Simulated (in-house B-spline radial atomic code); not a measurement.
Relativistic effects in Fe⁷⁺, [Ar] 3d1: non-relativistic Hartree-Fock (point nucleus) against Dirac-Hartree-Fock (Fermi nucleus of rms radius 3.7377 fm), both averages of the configuration, computed with an all-electron radial atomic-structure program (B-spline basis).

```
orbital  ε NR (Eh)  ε Dirac (Eh)  <r> NR (bohr)  <r> Dirac (bohr)  change of <r> (%)
  1s1/2    -266.83             ?        0.05912                 ?                  ?
  2s1/2    -37.534       -38.035          0.268            0.2648               -1.2
  2p1/2        -33       -33.396         0.2355            0.2324               -1.4
  2p3/2        -33        -32.93         0.2355            0.2353               -0.1
  3s1/2    -9.1034       -9.1935         0.7659            0.7592               -0.9
  3p1/2    -7.5759       -7.6403         0.7823            0.7756               -0.9
  3p3/2    -7.5759       -7.5686         0.7823            0.7819               -0.1
  3d3/2    -5.5739             ?         0.7802                 ?                  ?
  3d5/2    -5.5739       -5.5503         0.7802            0.7826               +0.3
```

Task: What happens to 1s1/2?

Result: Its energy goes to -269.25 hartree and <r> to 0.05843 bohr (-1.18 %).

Task: What happens to 3d3/2?

Result: Its energy goes to -5.5593 hartree and <r> to 0.7809 bohr (+0.09 %).

Task: What explains the pattern of contraction and expansion?

Result: Expansion is seen in 3d3/2, 3d5/2. The s and p1/2 orbitals contract directly, screen the nucleus better, and so push out orbitals that have little density near the nucleus; spin-orbit coupling adds to this for j = l + 1/2 and opposes it for j = l - 1/2.

Task: By how much does the total energy change?

Result: By -9.16 hartree, from -1247.682 to -1256.842.
